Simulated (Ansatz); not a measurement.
Cost and result for the atomization energy of `[SiH3]O/C=C\[TeH]` (11 atoms, 10 bonds).

```xyz
11

Si    1.925    0.304    0.136
O     0.385   -0.277   -0.050
C    -0.721    0.288    0.488
C    -1.953   -0.002    0.089
Te   -2.480   -1.331   -1.425
H     2.112    1.553   -0.645
H     2.181    0.590    1.572
H     2.817   -0.764   -0.363
H    -0.553    0.994    1.301
H    -2.786    0.476    0.587
H    -0.927   -1.832   -1.691
```

Total charge 0; spin multiplicity 1. Correlated methods include outer-core shells of Te, which these sets cover unevenly. Te: def2 effective core potential. The geometry is a stationary point of PBE0-D4/def2-TZVP. It is one conformer, not always the lowest. Program: Ansatz. All runs use 4 threads of an Intel Xeon Platinum 8259CL on a shared host. Times are those of one run each, without the atoms' runs, and a repeat can differ threefold. Electronic energies, without spin–orbit coupling; frozen cores. CCSD(T)/CBS adds CCSD(T) − MP2 in def2-TZVPP to the MP2 limit, and its time is that of the two runs behind it. T1 = 0.013. With those shells the extrapolation isn't a true limit. B3LYP takes the VWN-RPA correlation (the form of Gaussian; ORCA's B3LYP/G).

CCSD(T)/CBS is a level of theory with its own doubt, some kJ/mol a heavy atom from the limit and from the frozen cores, so smaller differences don't rank the functionals.

```csv
level,functions,wall time
PBE-D4/def2-TZVPP (with forces),269,3.2 s
PBE0-D4/def2-TZVPP,269,3.9 s
r2SCAN-D4/def2-TZVPP (with forces),269,5 s
B3LYP-D4/def2-TZVPP (with forces),269,6 s
B2PLYP/def2-TZVPP,269,7.5 s
ωB97X-V/def2-TZVPP,269,9 s
ωB97M-V/def2-TZVPP (with forces),269,13 s
MP2/def2-QZVPP,503,31 s
CCSD(T)/def2-TZVPP,269,3.8 min
CCSD(T)/CBS(def2),–,4.3 min
```

**Question.** What atomization energy does each give, and how far from CCSD(T)/CBS? (Estimate.)

**Answer.** Computed: 
| level | atomization (kJ/mol) | difference from CCSD(T)/CBS | per bond |
| --- | --- | --- | --- |
| PBE-D4/def2-TZVPP (with forces) | 3915.6 | 55.4 | 5.5 |
| PBE0-D4/def2-TZVPP | 3836.0 | -24.2 | -2.4 |
| r2SCAN-D4/def2-TZVPP (with forces) | 3848.6 | -11.6 | -1.2 |
| B3LYP-D4/def2-TZVPP (with forces) | 3845.9 | -14.3 | -1.4 |
| B2PLYP/def2-TZVPP | 3797.7 | -62.5 | -6.3 |
| ωB97X-V/def2-TZVPP | 3854.3 | -5.9 | -0.6 |
| ωB97M-V/def2-TZVPP (with forces) | 3840.4 | -19.8 | -2.0 |
| MP2/def2-QZVPP | 3868.8 | 8.6 | 0.9 |
| CCSD(T)/def2-TZVPP | 3744.7 | -115.5 | -11.6 |
| CCSD(T)/CBS(def2) | 3860.2 | 0.0 | 0.0 |

In def2-TZVPP, CCSD(T) changes the Hartree–Fock value by +1017.1 kJ/mol (the triples alone add +67.9 kJ/mol) and MP2 by +1072.2 kJ/mol; breaking electron pairs costs correlation energy, which Hartree–Fock lacks. The D4 term adds +44.3 kJ/mol with B3LYP and +23.4 kJ/mol with PBE0; it sums over pairs of atoms, weighted by their polarisabilities, and B3LYP, whose exchange is more repulsive, gets the larger term. From PBE to PBE0 (25 % exact exchange), in def2-TZVPP and without D4, the atomization energy moves by −75.7 kJ/mol: exact exchange takes away binding that semilocal exchange gives to molecules.

Spin–orbit coupling would lower the free Te atoms strongly, and the atomization energy with them, by more than many differences here.
